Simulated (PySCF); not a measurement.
Compound: MeOCOCH(CF3)2, C5H4F6O2.
SMILES: `C(C(=O)OC)(C(F)(F)F)C(F)(F)F`

Torsions of this conformer, `[CH3:1][O:2][C:3](=[O:4])[CH:5]([C:6]([F:7])([F:8])[F:9])[C:10]([F:11])([F:12])[F:13]`: C1–O2–C3–O4 1°, O2–C3–C5–C6 61°, C3–C5–C6–F7 165°, C3–C5–C10–F11 71°.

The closed-shell ground state was solved at several levels (PySCF, density fitting, gas phase, non-relativistic). Isolated species at its PBE0-D3(BJ)/def2-SVP geometry (one conformer only).

```csv
level,basis functions,total energy (Eh),HOMO (eV),LUMO (eV),gap (eV),dipole (D)
PBE0/pcSseg-1,241,-941.4586,-8.93,-0.65,8.28,1.88
CAM-B3LYP/def2-SVPD,316,-941.5497,-10.59,0.35,10.94,1.90
CAM-B3LYP/pcSseg-2,524,-942.6068,-10.50,0.47,10.97,1.87
```

(1) What might B3LYP/pcJ-1 (391 basis functions) give for the same quantities?

(2) Over all these levels, which gives the widest orbital gap and which the narrowest?

(3) How far do the dipole and the HOMO energy spread over the levels?

## Answers

(1) Total energy -942.4749 Eh, HOMO -8.63 eV, LUMO -0.90 eV, gap 7.73 eV, dipole 1.87 D.

(2) CAM-B3LYP/pcSseg-2 (range-separated hybrid) has the widest, 10.97 eV, and B3LYP/pcJ-1 (global hybrid, 20 % exact exchange) the narrowest, 7.73 eV. Functional and basis both differ between the two, so the spread mixes both effects.

(3) The dipole runs from 1.87 to 1.90 D (mean 1.88 D) and the HOMO from -10.59 to -8.63 eV.
